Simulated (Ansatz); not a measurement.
`N=[C](F)[GeH3]` + HCl → `N=[C](Cl)[GeH3]` + H–F at 700 K and 1 bar (substitution at a C–F bond).

Program: Ansatz. Geometries: PBE0-D4/def2-TZVP. ΔE: electronic, gas phase. CCSD(T)/CBS adds triple-zeta CCSD(T) − MP2 to the extrapolated MP2 energy (def2 sets, frozen cores). This one scheme is used for every species. For Ge outer-core shells are correlated without core-valence functions, which leaves a few kJ/mol of doubt a bond. Scalar relativity is left out up to krypton. Each species was taken in one conformer, which may not be the lowest.

```
          species  CCSD(T)/CBS energy (Eh)  H − E (kJ/mol)  S (J/(mol·K))
 `N=[C](F)[GeH3]`              -2271.02746           185.2          412.3
              HCl               -460.38127            38.4          211.8
`N=[C](Cl)[GeH3]`              -2631.01470           182.8          425.3
              H–F               -100.39570            45.2          198.5
```

H − E and S are ideal-gas, rigid-rotor, harmonic terms from PBE0-D4/def2-TZVP, for one conformer and one mirror image of each species. 1 Eh = 2625.50 kJ/mol, R = 8.31446 J/(mol·K).

**Question.** By hand: ΔE, ΔH, ΔS and ΔG.

**Answer.** ΔE = (-2631.01470) + (-100.39570) − (-2271.02746) − (-460.38127) = -0.00167 Eh = -4.4 kJ/mol. Δ(H − E) = 182.8 + 45.2 − 185.2 − 38.4 = 4.4, so ΔH = 0.0 kJ/mol. ΔS = 425.3 + 198.5 − 412.3 − 211.8 = -0.3 J/(mol·K). ΔG = 0.0 − 700 × (-0.3)/1000 = 0.2 kJ/mol.

**Question.** By hand: the equilibrium constant, and the temperature at which ΔG would vanish if ΔH and ΔS stayed fixed.

**Answer.** log₁₀ K = −ΔG/(RT ln 10) = 0.0. With ΔH or ΔS at zero there is no such temperature.

TΔS isn't small against ΔH here. The sign of ΔG lies within the doubt. A doubt of 5 kJ/mol in ΔE shifts log₁₀ K by 0.4 here. Other conformers and mirror images would add mixing entropy, several J/(mol·K) or more a flexible species. These are equilibria of isolated gas molecules and say nothing of rates. Largest T1 diagnostic: 0.013 (customary marks: 0.02 for closed shells, 0.045 for open ones).

ΔS is within the doubt of such terms, so its sign, and with it that verdict, could turn.
